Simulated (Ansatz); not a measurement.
Born–Oppenheimer molecular dynamics of CH₄AlCl₂F (9 atoms, charge 0, multiplicity 1). It starts at the highest image of a converged band, a first-order saddle point between two minima.

Theory: Ansatz, RKS PBE0/def2-SVP.

```yaml
ensemble: NVE (velocity Verlet)
time_step: 0.5 fs
steps_asked: 200
starting_velocities_drawn_for: 300 K
seed: 8898
```

First frame:

```xyz
9
Properties=species:S:1:pos:R:3
Al 0.048 -0.189 -0.040
F 0.027 -0.078 1.756
Cl 1.839 0.620 -0.789
C -1.668 -0.055 -0.908
H -2.443 -0.621 -0.368
H -1.995 0.996 -0.967
H -1.621 -0.441 -1.939
Cl 0.478 -2.418 0.718
H 0.279 -1.329 1.687
```

(1) How far do the bonds stretch over the last three quarters of this one trajectory? (Pairs bonded in most of those frames.)

Results:

(1) 
```tsv
bond	mean (Å)	spread (Å)	shortest	longest
Al1–F2	1.692	0.038	1.62	1.75
Al1–Cl3	2.109	0.036	2.06	2.17
Al1–C4	1.934	0.021	1.89	1.96
Al1–Cl8	2.647	0.163	2.40	2.90
C4–H5	1.102	0.009	1.09	1.12
C4–H6	1.104	0.019	1.07	1.13
C4–H7	1.104	0.012	1.08	1.12
Cl8–H9	1.309	0.032	1.25	1.37
```

Pairs bonded in part of these frames only: Al1–Cl8 74 %.

Mean temperature of the second half: 195 K. The conserved energy stayed within 0.084 meV per atom of its start (net change 0.049 meV per atom), so the integration is sound. A run of 0.1 ps of so small a system gives no equilibrium averages. The orbitals stay closed-shell, which can raise the energy where a bond breaks towards radicals; this wasn't checked here.

Time of the run: 8.1 min on 2 threads of Arm Neoverse V2, on a shared host, peak memory 0.23 GiB.
